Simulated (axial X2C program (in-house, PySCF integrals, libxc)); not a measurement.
## What spin–orbit coupling does to YC

Computed with an in-house relativistic program for diatomic molecules. Spin-free means the one-electron spin-free X2C Hamiltonian; two-component (2c) means X2C with spin–orbit coupling and atomic mean-field two-electron Coulomb and Gaunt terms, so the difference of the two also holds small scalar two-electron terms. Basis: Y dyall-cv3z [11s12p9d6f3g], C dyall-v3z [7s6p2d1f] (cores contracted in-house); Gaussian nuclei, density fitting, unrestricted open shells. Masses: Y 88.906 u, C 12.000 u.

Spin-free state: M_S = 3/2, Λ = 1 (beyond evenly filled blocks: 2 × σα, π+α, π+β, π-α); fragments Y + C.

| level | Re (Å) | ωe (cm⁻¹) | De (eV) | μ (D) |
| --- | --- | --- | --- | --- |
| PBE0 | 1.996 | 734.7 | 3.667 | -4.58 |
| B3LYP | 2.015 | 713.2 | 3.368 | -4.76 |

Dipoles are positive if C is the positive end.

Two-component determinant lowest at the distance of the search:

Ω = 5/2 (⟨Sz⟩ = 1.50, ⟨Lz⟩ = 1.00 at PBE0); fragments Y + C.

| level | Re (Å) | ωe (cm⁻¹) | μ (D) |
| --- | --- | --- | --- |
| PBE0 | 1.995 | 734.6 | -4.57 |
| B3LYP | 2.014 | 713.1 | -4.75 |

Q: From the two tables, how do the constants change at the PBE0 level (2c against spin-free)?

A: At the PBE0 level Re goes down by 0.001 Å and ωe stays the same within 0.2 cm⁻¹.

The state is one determinant whose occupation by symmetry is held fixed; it was picked as the lowest of a PBE0 search that is not exhaustive. De is counted from the lowest determinant-based energies of the atoms at the same level, without counterpoise correction. De is not given where an atomic determinant may have missed its ground term or J level, or where the truncated virtual space spoils (T). Density functionals use the spin component along the axis (collinear). PBE0 can misorder states that lie within some tenths of an eV, so this need not be the ground state of the molecule. The nearest other spin-free determinant of the search, M_S = 1/2, Λ = 1, lies 0.07 eV up at the distance of the search. Without a current term, density functionals place determinants with orbital angular momentum somewhat too high. With several unpaired electrons one determinant need not be a pure state. A state of lower Ω lies just above, and one determinant can place such states too high, so the state shown need not be the lowest. The search has Ω = 1/2 only 0.02 eV up.
